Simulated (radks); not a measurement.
Values are calculated unless marked as measured or tabulated.
Charge is removed step by step from the 2s1/2 level of Rb3+, starting from [Ar] 3d10 4s2 4p4. Level of theory: Dirac Kohn-Sham, BLYP, spin-unpolarised, spherical densities, point nucleus; open shells are shared between the two j in proportion to 2j + 1 (a radial shooting solver on a logarithmic mesh with Libxc functionals).

removed (e)  E - E(0) (eV)  eigenvalue (eV)  E minus straight line (eV)
0                    0.000          -2043.5                       0.000
0.125               256.06          -2053.6                      -4.478
0.25                513.40          -2063.7                      -7.687
0.375               772.00          -2074.0                      -9.624
0.5                 1031.9          -2084.2                     -10.281
0.625               1293.1          -2094.5                      -9.653
0.75                1555.5          -2104.9                      -7.734
0.875               1819.3          -2115.3                      -4.518
1                   2084.3          -2125.7                       0.000

Removing the whole electron costs 2084.3 eV by Delta-SCF, against 2043.5 eV from minus the eigenvalue at the starting occupation. Slater's transition state (half an electron removed) gives 2084.2 eV. Integrating minus the eigenvalue over the occupation (Janak's theorem) gives 2084.3 eV. The mean slope of the eigenvalue, de/dn, is 82.2 eV per electron.
